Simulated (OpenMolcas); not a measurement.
## Multiconfigurational calculation on Rh2+

Rh2+ among 6 point charges of -1.7 e arranged as an octahedron (Oh), 2.02 Å from the ion. With inversion symmetry the input lists one of each pair of outer charges.

Input:

```
&GATEWAY
Coord
1

Rh 0.0 0.0 0.0
Basis=ANO-RCC-VDZP
Group=XYZ
NoMove
AngMom=0.0 0.0 0.0
AMFI
XField
3 Angstrom 0
2.020000 0.000000 0.000000 -1.700000
0.000000 2.020000 0.000000 -1.700000
0.000000 0.000000 2.020000 -1.700000
&SEWARD
* reference wave functions (RASSCF and RASSI steps not shown): 7 electrons in 5 orbitals (4d)
>>> COPY JOB001 $Project.JobIph
&CASPT2
Multistate=10 1 2 3 4 5 6 7 8 9 10
NoMult
Frozen=8 6
IPEA=0.25
Imaginary=0.1
MaxIter=60
WThr=0.0 0.3 0.05
PrWF=0.5
NoMix
>>> COPY JOB002 $Project.JobIph
&CASPT2
Multistate=40 1 2 3 4 5 6 7 8 9 10 11 12 13 14 15 16 17 18 19 20 21 22
23 24 25 26 27 28 29 30 31 32 33 34 35 36 37 38 39 40
NoMult
Frozen=8 6
IPEA=0.25
Imaginary=0.1
MaxIter=60
WThr=0.0 0.3 0.05
PrWF=0.5
NoMix
```

Launched by
```bash
OMP_NUM_THREADS=1 MOLCAS_MEM=1689 MOLCAS_PROJECT=a pymolcas a.inp > a.log  # once for each step of the input, in one work folder
```

Output, cut to the results:

```
--- CASPT2 ---
Orbital specifications:
      -----------------------

      Symmetry species                           1   2
                                                ag  au
      Frozen orbitals                            8   6
      Inactive orbitals                          1   3
      Active orbitals                            5   0
      Secondary orbitals                         7  13
      Deleted orbitals                           0   0
      Number of basis functions                 21  22
Type of calculation                        SS-CASPT2
      Fock operator                              state-specific
      IPEA shift                                 0.25
      Real shift                                 0.00
      Imaginary shift                            0.10
      The input orbitals will be transformed to quasi-canonical
Reference energy:       -4785.0104981736
      E2 (Non-variational):      -0.3312002766
      Shift correction:          -0.0002105103
      E2 (Variational):          -0.3314107869
      Total energy:           -4785.3419089604
      Residual norm:              0.0000006961
      Reference weight:           0.93024
      Contributions to the CASPT2 correlation energy
      Active & Virtual Only:         -0.1370767286
      One Inactive Excited:          -0.1378978584
      Two Inactive Excited:          -0.0562256896
Reference energy:       -4785.0104981735
      E2 (Non-variational):      -0.3306508773
      Shift correction:          -0.0002128720
      E2 (Variational):          -0.3308637494
      Total energy:           -4785.3413619229
      Residual norm:              0.0000002171
      Reference weight:           0.93057
      Contributions to the CASPT2 correlation energy
      Active & Virtual Only:         -0.1366558550
      One Inactive Excited:          -0.1378783985
      Two Inactive Excited:          -0.0561166239
::    CASPT2 Root  1     Total energy:  -4785.34190896
::    CASPT2 Root  2     Total energy:  -4785.34136192
::    CASPT2 Root  3     Total energy:  -4785.34136185
::    CASPT2 Root  4     Total energy:  -4785.29906989
::    CASPT2 Root  5     Total energy:  -4785.29907852
::    CASPT2 Root  6     Total energy:  -4785.29715467
::    CASPT2 Root  7     Total energy:  -4785.24722750
::    CASPT2 Root  8     Total energy:  -4785.25252589
::    CASPT2 Root  9     Total energy:  -4785.25252606
::    CASPT2 Root 10     Total energy:  -4785.25251634
--- CASPT2 ---
Orbital specifications:
      -----------------------

      Symmetry species                           1   2
                                                ag  au
      Frozen orbitals                            8   6
      Inactive orbitals                          1   3
      Active orbitals                            5   0
      Secondary orbitals                         7  13
      Deleted orbitals                           0   0
      Number of basis functions                 21  22
Type of calculation                        SS-CASPT2
      Fock operator                              state-specific
      IPEA shift                                 0.25
      Real shift                                 0.00
      Imaginary shift                            0.10
      The input orbitals will be transformed to quasi-canonical
Reference energy:       -4784.9723373743
      E2 (Non-variational):      -0.3360467920
      Shift correction:          -0.0001979586
      E2 (Variational):          -0.3362447506
      Total energy:           -4785.3085821249
      Residual norm:              0.0000007155
      Reference weight:           0.93041
      Contributions to the CASPT2 correlation energy
      Active & Virtual Only:         -0.1394371821
      One Inactive Excited:          -0.1385071559
      Two Inactive Excited:          -0.0581024540
Reference energy:       -4784.9723373743
      E2 (Non-variational):      -0.3361038111
      Shift correction:          -0.0001982710
      E2 (Variational):          -0.3363020821
      Total energy:           -4785.3086394564
      Residual norm:              0.0000008534
      Reference weight:           0.93038
      Contributions to the CASPT2 correlation energy
      Active & Virtual Only:         -0.1394428194
      One Inactive Excited:          -0.1385569982
      Two Inactive Excited:          -0.0581039936
::    CASPT2 Root  1     Total energy:  -4785.30858212
::    CASPT2 Root  2     Total energy:  -4785.30863946
::    CASPT2 Root  3     Total energy:  -4785.27731523
::    CASPT2 Root  4     Total energy:  -4785.27730469
::    CASPT2 Root  5     Total energy:  -4785.27733247
::    CASPT2 Root  6     Total energy:  -4785.27184793
::    CASPT2 Root  7     Total energy:  -4785.27253371
::    CASPT2 Root  8     Total energy:  -4785.27216649
::    CASPT2 Root  9     Total energy:  -4785.26077857
::    CASPT2 Root 10     Total energy:  -4785.26072657
::    CASPT2 Root 11     Total energy:  -4785.26076918
::    CASPT2 Root 12     Total energy:  -4785.24425312
::    CASPT2 Root 13     Total energy:  -4785.23246976
::    CASPT2 Root 14     Total energy:  -4785.23275174
::    CASPT2 Root 15     Total energy:  -4785.23248195
::    CASPT2 Root 16     Total energy:  -4785.22797555
::    CASPT2 Root 17     Total energy:  -4785.22771198
::    CASPT2 Root 18     Total energy:  -4785.22707634
::    CASPT2 Root 19     Total energy:  -4785.22298609
::    CASPT2 Root 20     Total energy:  -4785.22268199
::    CASPT2 Root 21     Total energy:  -4785.20821813
::    CASPT2 Root 22     Total energy:  -4785.20824331
::    CASPT2 Root 23     Total energy:  -4785.20837687
::    CASPT2 Root 24     Total energy:  -4785.19758294
::    CASPT2 Root 25     Total energy:  -4785.19751846
::    CASPT2 Root 26     Total energy:  -4785.19759586
::    CASPT2 Root 27     Total energy:  -4785.18946804
::    CASPT2 Root 28     Total energy:  -4785.18975421
::    CASPT2 Root 29     Total energy:  -4785.18825934
...
```

Spin-orbit levels above the lowest (labels of O, the rotations of Oh), with the averaged single-state CASPT2 energies on the diagonal:

| E (cm-1) | Degeneracy | Label | 2S+1 | g |
| --- | --- | --- | --- | --- |
| 0 | 2 | Γ6 | 4 | 4.56 4.56 4.56 |
| 730 | 4 | Γ8 | 4 |  |
| 1840 | 4 | Γ8 | 4 |  |
| 2450 | 2 | Γ7 | 4 | 0.73 0.73 0.73 |
| 8940 | 4 | Γ8 | 2 |  |
| 10620 | 4 | Γ8 | 4 (88 %) |  |
| 10730 | 2 | Γ6 | 4 | 2.59 2.59 2.59 |
| 10960 | 4 | Γ8 | 4 |  |
| 11460 | 2 | Γ7 | 4 | 2.57 2.57 2.57 |
| 15280 | 4 | Γ8 | 2 |  |
| 16360 | 2 | Γ6 | 2 | 1.40 1.40 1.40 |
| 16880 | 4 | Γ8 | 2 (89 %) |  |
| 17560 | 2 | Γ7 | 2 | 0.57 0.57 0.57 |
| 18240 | 4 | Γ8 | 2 (78 %) |  |
| 19420 | 2 | Γ6 | 2 (84 %) | 1.34 1.34 1.34 |
| 20520 | 2 | Γ7 | 4 | 2.34 2.34 2.34 |
| 20540 | 4 | Γ8 | 4 |  |
| 22030 | 4 | Γ8 | 4 (87 %) |  |
| 22210 | 2 | Γ6 | 4 (59 %) | 2.42 2.42 2.42 |
| 22630 | 4 | Γ8 | 4 (76 %) |  |

Roots that are degenerate in the reference are averaged as groups; the widest CASPT2 spread within a group is 420 cm-1 (the 3-fold group of multiplicity 4 near 9460 cm-1 above the lowest state of its run). Shifts and gaps below about the spread of the groups concerned are not significant. An orbital triplet at a regular site is open to Jahn-Teller coupling, which can distort the site and quench the lowest spin-orbit gaps and is left out. This shell can be high or low spin here, a state of another spin lies low, and with metal d orbitals alone active their balance is uncertain, so the ground spin may be wrong. Point charges give a weaker field than real ligands, and real ions of this kind are as a rule low spin; the high spin found here belongs to the model. Free-ion shares, where given, are those of the reference states; single-state CASPT2 does not remix them. Point charges carry no covalency, so the field is a model and not that of real ligands. No measured value stands beside these numbers.
